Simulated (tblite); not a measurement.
A geometry optimisation, step by step.

C₅H₁₂FGaO₂.
Atom-mapped SMILES: `[CH3:1][O:2][C@@H:3]1[CH2:4][C@@H:5]([F:6])[CH2:7][O+:8]1[GaH3-:9]` (hydrogens: H10, H11, H12 on C1; H13 on C3; H14, H15 on C4; H16 on C5; H17, H18 on C7; H19, H20, H21 on Ga9)

Computed with GFN2-xTB (tblite), gas phase: L-BFGS steps from a force-field or distance-geometry start until the largest atomic force falls under 0.01 eV/Å. 7 of its 235 geometries are shown.

Step 0: E = -839.6155 eV, largest atomic force 2.914 eV/Å
```
atom  x, y, z in Å  |  force x, y, z in eV/Å
C1     -2.781    0.682    0.029   -2.131   0.312   0.790
O2     -1.695   -0.094    0.336    0.624  -0.400   1.073
C3     -0.501    0.314   -0.223   -0.048   0.151  -1.319
C4      0.046   -0.877   -0.971   -0.946  -1.010   0.093
C5      0.506   -1.710    0.237   -0.525  -0.183  -0.687
F6      1.529   -2.555   -0.120   -0.462  -0.079   0.350
C7      0.973   -0.641    1.168    1.534  -0.919   1.957
O8      0.484    0.577    0.723   -0.570   0.698   0.854
Ga9     1.915    1.399   -0.099    2.093   1.586  -1.262
H10    -2.942    0.675   -1.044   -0.366   0.066  -0.291
H11    -2.710    1.723    0.381    0.149  -0.152  -0.038
H12    -3.654    0.202    0.583    0.884   0.554  -0.830
H13    -0.615    1.219   -0.847   -0.086  -0.075   0.083
H14     0.852   -0.648   -1.666    0.062  -0.063   0.014
H15    -0.817   -1.387   -1.403    0.333  -0.015  -0.661
H16    -0.361   -2.220    0.716    0.655  -0.420  -0.627
H17     0.652   -0.830    2.212    0.098   0.111  -0.243
H18     2.093   -0.638    1.098   -0.616  -0.005   0.480
H19     1.573    1.540   -1.679   -0.100   0.110   0.367
H20     3.209    0.444    0.014   -0.228   0.227  -0.040
H21     2.235    2.841    0.555   -0.355  -0.493  -0.063
```

Step 39: E = -840.6176 eV, largest atomic force 0.172 eV/Å
```
atom  x, y, z in Å  |  force x, y, z in eV/Å
C1     -2.739    0.867    0.109   -0.001   0.012   0.018
O2     -1.669   -0.015    0.397   -0.106  -0.054  -0.050
C3     -0.494    0.195   -0.323   -0.058  -0.038   0.037
C4     -0.031   -1.108   -0.976    0.033  -0.001   0.000
C5      0.594   -1.843    0.214   -0.061  -0.112  -0.016
F6      1.752   -2.485   -0.144    0.058   0.137  -0.030
C7      0.866   -0.734    1.244    0.005  -0.045  -0.046
O8      0.575    0.488    0.571   -0.133   0.042   0.094
Ga9     2.087    1.664   -0.264    0.060  -0.004  -0.038
H10    -3.047    0.781   -0.941    0.097   0.080   0.074
H11    -2.459    1.901    0.342   -0.123  -0.072  -0.051
H12    -3.569    0.542    0.737    0.120   0.091   0.032
H13    -0.591    1.052   -1.004    0.060  -0.123  -0.028
H14     0.751   -0.882   -1.704    0.050  -0.004  -0.040
H15    -0.842   -1.658   -1.450    0.017   0.032   0.056
H16    -0.057   -2.613    0.627   -0.115  -0.127   0.019
H17     0.196   -0.835    2.107    0.084   0.035  -0.046
H18     1.912   -0.735    1.559   -0.024   0.093  -0.018
H19     1.462    1.900   -1.684    0.085  -0.028   0.037
H20     3.288    0.684   -0.140   -0.057   0.033  -0.044
H21     2.007    2.849    0.721    0.008   0.053   0.040
```

Step 78: E = -840.8081 eV, largest atomic force 0.106 eV/Å
```
atom  x, y, z in Å  |  force x, y, z in eV/Å
C1     -2.457    1.173    0.148   -0.016  -0.053   0.038
O2     -1.881   -0.104   -0.111   -0.008  -0.020  -0.023
C3     -0.597   -0.079   -0.633   -0.015   0.032   0.010
C4     -0.150   -1.522   -0.936   -0.085   0.060  -0.019
C5      0.874   -1.819    0.161   -0.038  -0.007  -0.050
F6      2.138   -1.621   -0.356    0.040   0.001   0.039
C7      0.624   -0.715    1.180    0.032  -0.047   0.017
O8      0.316    0.395    0.358   -0.010  -0.004  -0.001
Ga9     1.891    1.674   -0.068    0.045   0.012   0.079
H10    -3.081    1.491   -0.691    0.062  -0.026  -0.044
H11    -1.689    1.925    0.343    0.026  -0.010  -0.002
H12    -3.076    1.055    1.037   -0.030   0.024  -0.018
H13    -0.513    0.613   -1.486   -0.001  -0.044   0.033
H14     0.323   -1.599   -1.915   -0.041   0.017   0.037
H15    -1.010   -2.185   -0.883   -0.014   0.003   0.015
H16     0.843   -2.832    0.569    0.023  -0.021  -0.031
H17    -0.225   -0.955    1.831    0.033   0.000  -0.007
H18     1.520   -0.484    1.758   -0.005   0.062   0.033
H19     1.292    2.183   -1.408    0.008   0.051  -0.036
H20     3.195    0.854   -0.095   -0.017   0.028   0.004
H21     1.652    2.568    1.195    0.011  -0.059  -0.072
```

Step 117: E = -840.8599 eV, largest atomic force 0.047 eV/Å
```
atom  x, y, z in Å  |  force x, y, z in eV/Å
C1     -2.531    1.186    0.086   -0.002  -0.002   0.021
O2     -1.942   -0.098   -0.041    0.005  -0.024  -0.004
C3     -0.656   -0.094   -0.553    0.012   0.004  -0.004
C4     -0.238   -1.550   -0.834    0.003   0.010   0.020
C5      0.945   -1.761    0.105    0.002  -0.003   0.007
F6      2.099   -1.375   -0.556    0.002   0.003  -0.020
C7      0.701   -0.716    1.184   -0.007  -0.006   0.006
O8      0.276    0.396    0.418    0.000   0.000  -0.011
Ga9     1.959    1.609   -0.072    0.017   0.001   0.007
H10    -2.660    1.647   -0.898    0.021   0.015   0.009
H11    -1.925    1.838    0.721    0.021   0.012  -0.022
H12    -3.501    1.024    0.549   -0.009   0.002  -0.011
H13    -0.569    0.575   -1.423   -0.001   0.014   0.006
H14     0.054   -1.706   -1.870    0.001   0.032  -0.003
H15    -1.068   -2.208   -0.579   -0.012  -0.012   0.007
H16     1.097   -2.784    0.453    0.000  -0.004   0.009
H17    -0.083   -1.028    1.882   -0.013  -0.023   0.005
H18     1.613   -0.434    1.716    0.016   0.003   0.002
H19     1.361    2.170   -1.395   -0.010  -0.028  -0.012
H20     3.304    0.854   -0.107   -0.001   0.013  -0.010
H21     1.756    2.472    1.213   -0.046  -0.008  -0.004
```

Step 156: E = -840.9202 eV, largest atomic force 0.159 eV/Å
```
atom  x, y, z in Å  |  force x, y, z in eV/Å
C1     -2.469    1.300    0.098   -0.024   0.012   0.058
O2     -2.010   -0.034   -0.031   -0.014  -0.034   0.023
C3     -0.689   -0.112   -0.407    0.014  -0.003  -0.016
C4     -0.301   -1.557   -0.750    0.020  -0.053  -0.061
C5      1.032   -1.701   -0.038    0.049  -0.011   0.033
F6      1.987   -1.011   -0.775    0.102   0.049  -0.022
C7      0.777   -0.880    1.212   -0.043   0.003   0.028
O8      0.196    0.288    0.661    0.055   0.056  -0.001
Ga9     1.824    1.559   -0.124    0.008  -0.030   0.021
H10    -2.185    1.891   -0.775    0.020   0.042  -0.127
H11    -2.048    1.770    0.987    0.026   0.048   0.103
H12    -3.549    1.255    0.173   -0.108  -0.050   0.052
H13    -0.492    0.579   -1.243    0.053   0.063  -0.006
H14    -0.206   -1.708   -1.821   -0.039  -0.007  -0.035
H15    -1.042   -2.239   -0.333    0.009   0.015  -0.049
H16     1.410   -2.709    0.108   -0.026  -0.155   0.025
H17     0.069   -1.407    1.862   -0.017   0.072   0.102
H18     1.678   -0.591    1.759   -0.023  -0.022  -0.093
H19     1.553    1.515   -1.649    0.009   0.025  -0.024
H20     3.138    0.984    0.454    0.004  -0.027   0.042
H21     1.319    2.826    0.630   -0.073   0.010  -0.054
```

Step 195: E = -841.0286 eV, largest atomic force 0.069 eV/Å
```
atom  x, y, z in Å  |  force x, y, z in eV/Å
C1     -2.508    1.207    0.280    0.010   0.004   0.003
O2     -1.926   -0.067    0.054   -0.039  -0.015  -0.037
C3     -0.632    0.007   -0.426    0.004   0.013   0.016
C4     -0.179   -1.377   -0.919    0.033   0.014   0.017
C5      0.974   -1.718    0.017    0.030  -0.012   0.012
F6      2.151   -1.203   -0.517    0.006   0.012   0.017
C7      0.667   -0.861    1.234    0.020  -0.004  -0.014
O8      0.270    0.356    0.627    0.004   0.006   0.025
Ga9     1.887    1.460   -0.256    0.014  -0.013  -0.016
H10    -2.640    1.729   -0.674   -0.042   0.018   0.048
H11    -1.874    1.810    0.936   -0.041   0.007   0.015
H12    -3.469    1.023    0.751   -0.006   0.021  -0.022
H13    -0.540    0.796   -1.190    0.015   0.027   0.003
H14     0.153   -1.339   -1.952    0.027  -0.030  -0.056
H15    -0.997   -2.085   -0.809   -0.035  -0.007  -0.007
H16     1.140   -2.779    0.204    0.002  -0.036  -0.002
H17    -0.153   -1.284    1.826    0.007   0.027   0.005
H18     1.549   -0.669    1.846   -0.003   0.017   0.009
H19     1.912    1.077   -1.757    0.021  -0.022   0.007
H20     3.005    1.093    0.741    0.010  -0.018  -0.038
H21     1.201    2.842   -0.018   -0.038  -0.009   0.015
```

Step 234: E = -841.0416 eV, largest atomic force 0.009 eV/Å
```
atom  x, y, z in Å  |  force x, y, z in eV/Å
C1     -2.532    1.167    0.337   -0.004   0.001  -0.001
O2     -1.924   -0.072    0.007    0.000   0.000   0.003
C3     -0.620    0.044   -0.442   -0.002   0.002  -0.001
C4     -0.137   -1.330   -0.942    0.001   0.000  -0.002
C5      0.958   -1.701    0.053    0.003  -0.002  -0.005
F6      2.177   -1.237   -0.432   -0.003  -0.001   0.004
C7      0.632   -0.823    1.251    0.003  -0.001   0.001
O8      0.263    0.392    0.625    0.001   0.001   0.000
Ga9     1.916    1.410   -0.333    0.000   0.005   0.000
H10    -2.566    1.821   -0.540    0.002   0.000   0.004
H11    -1.987    1.671    1.141   -0.005  -0.005  -0.006
H12    -3.541    0.928    0.663    0.006   0.003   0.001
H13    -0.529    0.849   -1.190    0.000   0.005  -0.004
H14     0.266   -1.271   -1.951   -0.001   0.000   0.001
H15    -0.967   -2.034   -0.907    0.004  -0.001   0.004
H16     1.076   -2.767    0.256   -0.003  -0.001  -0.003
H17    -0.206   -1.226    1.831   -0.002  -0.001   0.001
H18     1.502   -0.634    1.881    0.002   0.003   0.004
H19     1.944    0.949   -1.813    0.000  -0.003  -0.003
H20     3.052    1.085    0.657   -0.004   0.001   0.001
H21     1.217    2.795   -0.153    0.003  -0.006   0.002
```

Q: Summarise the path.

A: The energy falls by 1.4261 eV from step 0 to step 234; nine tenths of that is first reached at step 151. It rises by more than 0.2 meV at steps 44 and 152. The largest force goes from 2.914 to 0.009 eV/Å. Among the bonds O8–Ga9 changes most, from 1.844 to 2.165 Å; the atoms move by 0.880 Å rms after alignment.

Q: Follow the three bonds and two angles with the largest change from start to end.

A: 
```csv
step,E above end (eV),largest force (eV/Å),O8–Ga9 (Å),Ga9–H19 (Å),Ga9–H20 (Å),O8–Ga9–H21 (°),H19–Ga9–H20 (°)
0,1.4261,2.914,1.844,1.623,1.612,111.8,106.8
10,0.5549,0.281,2.157,1.582,1.576,99.2,115.8
20,0.4868,0.154,2.168,1.564,1.556,100.2,115.5
31,0.4511,0.095,2.151,1.566,1.550,98.6,115.5
41,0.4046,0.282,2.094,1.566,1.554,97.0,119.5
51,0.3185,0.181,2.094,1.551,1.540,97.1,114.9
61,0.2629,0.110,2.109,1.561,1.545,95.2,118.2
71,0.2443,0.081,2.069,1.558,1.537,94.5,120.1
81,0.2282,0.085,2.085,1.560,1.539,93.3,118.5
92,0.2089,0.133,2.125,1.564,1.547,89.4,119.8
102,0.1910,0.067,2.116,1.559,1.542,88.6,118.2
112,0.1848,0.058,2.122,1.556,1.539,90.4,119.1
122,0.1796,0.054,2.140,1.559,1.541,91.2,119.3
132,0.1744,0.064,2.131,1.562,1.539,90.0,118.6
142,0.1700,0.080,2.153,1.562,1.543,88.9,119.6
153,0.1349,0.194,2.192,1.553,1.548,92.8,120.2
163,0.0763,0.153,2.151,1.560,1.551,92.7,122.8
173,0.0464,0.083,2.137,1.545,1.544,90.9,120.7
183,0.0319,0.105,2.137,1.550,1.543,91.4,121.9
193,0.0156,0.076,2.140,1.551,1.542,93.6,123.0
203,0.0061,0.053,2.158,1.548,1.539,92.4,123.0
214,0.0032,0.019,2.168,1.550,1.541,91.0,122.5
224,0.0014,0.042,2.166,1.552,1.540,90.9,122.6
234,0.0000,0.009,2.165,1.550,1.541,91.4,122.5
```

What follows is the cost of the whole relaxation. The run took 3.4 s of wall time on an Arm Neoverse N1 with one thread, shared host with 64 logical CPUs at a one-minute load of 61.
